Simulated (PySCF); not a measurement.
Potential energy curve for SMILES FC (CH₃F). The C1–H5 bond (C1 also carries F, H, H; H5 carries nothing else) is stretched with both fragments frozen at the PBE0/def2-TZVP optimised geometry. Each curve is given relative to its own lowest point near equilibrium.

| R / Å | A | B | C | D |
|---|---|---|---|---|
| 0.87 | 29.4 | 30.2 | 30.0 | 30.2 |
| 0.92 | 15.8 | 16.3 | 16.1 | 16.3 |
| 0.97 | 7.1 | 7.4 | 7.2 | 7.4 |
| 1.02 | 2.2 | 2.3 | 2.2 | 2.3 |
| 1.07 | 0.2 | 0.2 | 0.2 | 0.2 |
| 1.09 | 0.0 | 0.0 | 0.0 | 0.0 |
| 1.14 | 0.8 | 0.8 | 0.8 | 0.8 |
| 1.17 | 2.0 | 1.9 | 2.1 | 1.9 |
| 1.20 | 3.6 | 3.6 | 3.7 | 3.6 |
| 1.28 | 9.5 | 9.4 | 9.8 | 9.4 |
| 1.37 | 17.8 | 17.8 | 18.3 | 17.8 |
| 1.49 | 30.2 | 30.2 | 31.0 | 30.2 |
| 1.64 | 46.0 | 45.7 | 47.1 | 45.7 |
| 1.82 | 63.8 | 62.7 | 64.9 | 63.4 |
| 1.97 | 77.2 | 74.6 | 77.8 | 76.0 |
| 2.18 | 93.5 | 87.6 | 92.5 | 90.5 |
| 2.38 | 106.5 | 95.9 | 103.2 | 100.3 |
| 2.68 | 121.8 | 102.2 | 113.9 | 107.3 |
| 2.92 | 131.2 | 103.4 | 119.1 | 109.1 |
| 3.30 | 142.2 | 101.3 | 123.7 | 110.0 |
| 3.80 | 151.3 | 96.9 | 126.4 | 110.3 |

Energies in kcal/mol.

Task: Assign the columns to these levels of theory: PySCF with CCSD on RHF/def2-TZVP, 2 core orbitals frozen; CCSD(T) on RHF/def2-TZVP, 2 core orbitals frozen (PySCF); restricted B3LYP/def2-TZVP run with PySCF 2.14.0; CCSD(T) on UHF/def2-TZVP, 2 core orbitals frozen (PySCF).

Result: A is RKS-B3LYP; B is RCCSD(T); C is RCCSD; D is UCCSD(T).

At the longest distance RKS-B3LYP leaves fractional charges on the fragments, a sign of delocalisation error or of the restricted form. The restricted form behind RKS-B3LYP keeps the bonding electrons paired and can't separate into open-shell fragments. The T1 diagnostic of CCSD on the restricted reference of RCCSD(T), RCCSD exceeds 0.045 at 2.92 to 3.80 Å. The unrestricted determinant behind UCCSD(T) is spin-contaminated at 1.82 to 3.80 Å (<S²> up to 1.0, against 0.00 for a pure singlet).
